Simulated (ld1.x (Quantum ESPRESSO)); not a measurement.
**Configuration tests for chlorine (TM semilocal)**

```
Element                 : chlorine
Generator               : ld1.x (Quantum ESPRESSO) 7.5
Type                    : norm-conserving Troullier–Martins (semilocal form)
Functional              : BLYP
Relativity              : scalar-relativistic
Frozen core             : [He]
Valence charge          : 15
Reference configuration : 2s2 2p6 3s2 3p4.75 (charge +0.25)
Partial waves           : 2p (bound): rc 0.75 bohr; 3d channel at 0.1 Ry: rc 0.80 bohr; 2s (bound): rc 0.65 bohr
Local potential         : the s channel
Core correction         : Bessel-smoothed model core, default radius (core density twice the valence density)
```

Occupied shells without a wave of their own: 3p, 3s. They enter only through the test configuration that unscreens the potential, and ld1.x also counts them in the model core charge.

Energies are relative to the spin-unpolarised reference configuration 2s2 2p6 3s2 3p4.75; without spin polarisation the order of configurations can differ from experiment.

ld1.x takes every shell without a wave as core, so the model core holds the 3p, 3s electrons as well and exchange and correlation see them twice. This cancels in the reference configuration, but the file is broken for other ones, and its errors say nothing about a proper core correction.

| valence configuration | charge | ΔE all-electron (eV) | error AE − PS (meV) |
| --- | --- | --- | --- |
| 2s2 2p6 3s2 3p5 | 0 | -2.431 | -305 |
| 2s2 2p6 3s2 3p4 | +1 | 11.300 | +1098 |
| 2s2 2p6 3s2 3p3 | +2 | 36.597 | +2966 |
| 2s2 2p5 3s2 3p5 | +1 | 207.861 | -428 |
| 2s2 2p6 3s1 3p6 | 0 | 9.713 | -2747 |
| 2s2 2p6 3s2 3p4.5 | +0.5 | 3.081 | +336 |
| 2s2 2p6 3s2 3p1 | +4 | 126.918 | +7975 |

Levels in the configuration 2s2 2p6 3s2 3p1:

| level | all-electron (eV) | pseudo (eV) |
| --- | --- | --- |
| 2s | -316.308 | -312.511 |
| 2p | -255.763 | -251.702 |
| 3s | -73.678 | -74.223 |
| 3p | -59.468 | -56.564 |

These tests converged, but a pseudo level misses the all-electron one widely, so the file describes the atom poorly there or has found another state: 2s2 2p5 3s2 3p5: 3p by 2.1 eV.

The potential misses its own reference levels by up to 1.3 eV, so it is not fit for use.
